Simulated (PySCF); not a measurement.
Simulation results for B2GeH5O, BGeH3O2

All values are calculated (PySCF 2.14.0). Calculation on a computer-drawn molecule: the log of a Hartree-Fock and frozen-core CCSD(T) single point meant for a local Hartree-Fock minimum, with one planted fault or none, to be diagnosed. Offsets are logged minus clean, where the clean run is the same molecule without the fault. The reference is restricted for singlets and unrestricted otherwise, and also for a bond in bohr or an excited solution. Adding or removing an electron swaps singlet and doublet. The excited solution moves the top pair (singlet) or top alpha electron (doublet) to the lowest empty orbital. Highest occupied and lowest empty are orbital energies over both spins, largest force is the largest gradient component, triples share is (T) over the correlation energy, the T1 limit is 0.02 restricted and 0.045 unrestricted, electrons count all cores, a negative frequency is imaginary (commonest isotopes), and the dipole is about the centre of nuclear charge; on germanium a core potential holds 10 electrons, which the energies leave out, and 3d is frozen in MP2 and coupled-cluster steps.

Common to all runs: meant charge 0; meant basis cc-pVDZ; meant basis and core potential on germanium cc-pVDZ-PP ECP10MDF; logged SCF converged yes; logged SCF stable within its kind no; possible faults no fault, one electron removed, one electron added, multiplicity raised by two, geometry at a saddle point, SCF held on an excited solution, minimal basis STO-3G, one bond length entered in bohr, all coordinates scaled.

Notes on all entries: coupled-cluster numbers left out as unreliable.

```yaml
- entry: 1
  formula: B2GeH5O
  logged_structure:
    atoms_angstrom:
      - [O, -1.5677, 1.6344, -1.3823]
      - [B, -0.9888, 0.5544, -0.7946]
      - [B, 0.3275, 0.5018, 0.2108]
      - [Ge, 1.9543, 0.3368, 1.4592]
      - [H, -1.1605, 2.4637, -1.1881]
      - [H, -1.5007, -0.5125, -1.0355]
      - [H, 1.5824, -0.2352, 2.8314]
      - [H, 2.5018, 1.7578, 1.6545]
      - [H, 3.0628, -0.5349, 0.859]
  given:
    meant_multiplicity: 2
    logged_electrons: 55
    logged_basis_functions: 90
    logged_spin_squared: 0.7639
    "logged_highest_occupied [eV]": -7.8288
    "logged_lowest_empty [eV]": 0.29053
    "logged_largest_force [hartree/bohr]": 0.027739
    "logged_dipole_magnitude [debye]": 1.2298
    "logged_energy_HF [hartree]": -420.46099
    drawn_bonds_atom: [1, 2, 3, 1, 2, 4, 4, 4]
    drawn_bonds_other_atom: [2, 3, 4, 5, 6, 7, 8, 9]
    drawn_bonds_order: [1, 1, 1, 1, 1, 1, 1, 1]
  results:
    planted_fault: "SCF held on an excited solution"
    "HF_energy_offset_from_clean_run [kcal/mol]": 15.87
- entry: 2
  formula: BGeH3O2
  logged_structure:
    atoms_angstrom:
      - [O, 0.9687, 1.7272, -1.2359]
      - [B, 0.324, 0.8475, -2.0348]
      - [O, -0.9849, 0.5491, -1.8172]
      - [Ge, -2.0119, -0.595, -2.772]
      - [H, 0.4035, 2.0708, -0.5577]
      - [H, 0.9557, 0.3522, -2.9304]
      - [H, -3.2993, -0.3388, -1.8781]
  given:
    meant_multiplicity: 1
    logged_electrons: 56
    logged_basis_functions: 80
    logged_spin_squared: 0.0
    "logged_highest_occupied [eV]": -5.9382
    "logged_lowest_empty [eV]": -3.2727
    "logged_largest_force [hartree/bohr]": 0.043914
    "logged_dipole_magnitude [debye]": 1.7543
    "logged_energy_HF [hartree]": -469.3733
    drawn_bonds_atom: [1, 2, 3, 1, 2, 4]
    drawn_bonds_other_atom: [2, 3, 4, 5, 6, 7]
    drawn_bonds_order: [1, 1, 1, 1, 1, 1]
  results:
    planted_fault: "SCF held on an excited solution"
    "HF_energy_offset_from_clean_run [kcal/mol]": 171.2
```
